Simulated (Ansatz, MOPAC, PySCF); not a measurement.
Dimer: N2 (SMILES N#N) (first 2 atoms) with C2H6O (SMILES CCO); geometry from B3LYP-D3(BJ)/def2-TZVP, rigid monomers moved along the line of their centres of mass till N2···H11 is 3.34 Å.
(charge 0, multiplicity 1):
```xyz
11

N      1.144     0.987    -0.193
N      0.771     0.246     0.515
C     -1.670     0.271     4.617
C     -0.215    -0.091     4.865
O      0.136    -1.363     4.330
H     -1.915     1.229     5.083
H     -2.330    -0.494     5.027
H     -1.874     0.359     3.546
H      0.444     0.691     4.467
H     -0.020    -0.163     5.936
H      0.035    -1.324     3.373
```

Monomers are frozen at their geometry in the pair; levels with a basis set take the counterpoise correction. Rows marked so take none.

Cores are frozen in the correlated methods. Rows in 3-21G, 6-31G*, STO-3G carry no dispersion term and start afresh at each structure (6-31G* with six Cartesian d functions). MP2/6-31G* freezes PySCF's default core. The state that PM7 reach isn't checked; PM7 holds dispersion and hydrogen-bond terms.

Codes used: Ansatz (a quantum-chemistry and plane-wave program); MOPAC for PM7 (differences of heats of formation); PySCF for 3-21G rows, 6-31G* rows, STO-3G rows, the dispersion terms. Values without a source in brackets are computed.

Other levels give for the interaction energy: PBE/def2-TZVPPD -19.8; B3LYP/def2-TZVPPD -7.7; B3LYP-D3(BJ)/def2-TZVPPD -25.2; wB97M-V/def2-TZVPPD -25.4; CCSD(T)/aug-cc-pVDZ -25.8 meV.

Common cheap choices:

```json
[
 {"level": "PM7", "interaction energy (meV)": "-66.5"},
 {"level": "HF/STO-3G (no counterpoise)", "interaction energy (meV)": "-14.9"},
 {"level": "HF/6-31G*", "interaction energy (meV)": "-12.6"},
 {"level": "HF/6-31G* (no counterpoise)", "interaction energy (meV)": "-17.9"},
 {"level": "B3LYP/3-21G (no counterpoise)", "interaction energy (meV)": "-28.9"},
 {"level": "B3LYP/6-31G* (no counterpoise)", "interaction energy (meV)": "-20.6"},
 {"level": "M06-2X/6-31G* (no counterpoise)", "interaction energy (meV)": "-31.1"},
 {"level": "MP2/6-31G* (no counterpoise)", "interaction energy (meV)": "-34.7"}
]
```
